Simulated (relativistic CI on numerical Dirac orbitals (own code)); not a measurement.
**Line list: Electric-dipole lines, Cd I**

Computed by Dirac-Coulomb-Breit CI, orbitals from a KLI potential per configuration, model QED (radiative potential, 1s self-energy scaled to tabulated hydrogen-like ionisation energies), valence Slater integrals scaled by 0.85, P86 correlation energy added to each configuration (own radial code, finite nucleus).

Configuration list (outside the closed core [Kr] 4d10): 5s2, 5s 5p, 5s 6s, 5s 5d, 5p2, 5s 7s, 5s 6p, 5s 7p, 5s 4f, 5s 6d, 5s 8s, 5s 8p, 5s 5g, 5s 5f, 5s 7d, 5s 6g, 5d2. Levels of other configurations are missing.

| λ vac (nm) | Lower | Upper | A (s⁻¹) | gf | Branching (%) |
| --- | --- | --- | --- | --- | --- |
| 348.61 | 5s 5p 3P°_0 [2] | 5s 5d 3D_1 [12] | 9.07e+07 | 4.96e-01 | 56.1 |
| 354.61 | 5s 5p 3P°_1 [3] | 5s 5d 3D_2 [13] | 1.21e+08 | 1.14e+00 | 75.8 |
| 354.69 | 5s 5p 3P°_1 [3] | 5s 5d 3D_1 [12] | 6.66e+07 | 3.77e-01 | 41.2 |
| 367.45 | 5s 5p 3P°_2 [4] | 5s 5d 3D_3 [14] | 1.57e+08 | 2.23e+00 | 100.0 |
| 367.58 | 5s 5p 3P°_2 [4] | 5s 5d 3D_2 [13] | 3.87e+07 | 3.92e-01 | 24.2 |
| 367.66 | 5s 5p 3P°_2 [4] | 5s 5d 3D_1 [12] | 4.25e+06 | 2.58e-02 | 2.6 |
| 447.90 | 5s 5p 3P°_1 [3] | 5s 6s 1S_0 [7] | 9.79e+04 | 2.94e-04 | n/a |
| 477.18 | 5s 5p 3P°_0 [2] | 5s 6s 3S_1 [6] | 1.58e+07 | 1.62e-01 | 11.7 |
| 488.64 | 5s 5p 3P°_1 [3] | 5s 6s 3S_1 [6] | 4.63e+07 | 4.97e-01 | 34.3 |
| 513.61 | 5s 5p 3P°_2 [4] | 5s 6s 3S_1 [6] | 7.30e+07 | 8.66e-01 | 54.0 |

Terms are leading LS components. Brackets give the number of a level in order of energy, since labels repeat. The list gives strong lines, with weight on those to low levels, without lines whose two gauges differ by over a factor of 2.5, among the lowest 54 of 65 levels, so that lines to higher ones, which can be the strongest, are missing, and without lines across small gaps between configurations, and without 67 lines that miss the measured interval by over 3.5 %, start from a term whose rates miss tabulated ones by over 60 %, have gauges far apart or, lacking measured levels, span too small a gap for the errors found; lines with a level outside our table were not tested and can miss by more. Levels whose partners in the same complex of configurations lie outside the list can be far off, and so can their lines. Rates are taken at the computed energies, electric ones in the length gauge.

Correlation outside the listed configurations is missing or only estimated: errors of thousands of cm⁻¹ between configurations and terms are usual at this charge. Rates and lifetimes follow the computed energies and can be off by large factors. The fine structure of a lone outer electron comes out too small, for d and f at times inverted, and misplaced configurations move strength between like terms. 10 of the 10 excited levels that our extract of the measured tables holds in this range could be paired (the sources list more); they are missed by 4774 cm⁻¹ on average and 5588 at most, and levels without a partner can miss by more.

(1) From the table, what is the radiative lifetime of 5s 5d 3D_1?

Results:

(1) The listed rates from this level add up to about 1.62e+08 s⁻¹, 100 % of its decay; with all channels τ = 6.19e-09 s.
